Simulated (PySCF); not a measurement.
Input for PySCF: R-B3LYP/3-21G on AlH3S (SMILES [AlH2][SH]), a point of a torsion scan.

```python
from pyscf import gto, scf, dft, mp
from pyscf.data.elements import chemcore

mol = gto.M(
    atom='''
    Al   -0.63906703   -0.05253809    0.12040085
    S     1.46622320   -0.58741565    0.33457169
    H    -1.70536073   -1.13048314   -0.12963702
    H    -1.09073904    1.41552178    0.16731938
    H     1.37161342   -0.74380162    1.65346698
    ''',
    basis='3-21g',
    charge=0, spin=0, verbose=3, max_memory=1800)
mf = dft.RKS(mol, xc='b3lyp')
mf.conv_tol = 1e-8
mf.max_cycle = 100
mf.kernel()
if not mf.converged:
    mf = mf.newton().run(mf.mo_coeff, mf.mo_occ)
```

Predict the final total energy.

-639.1317 hartree.
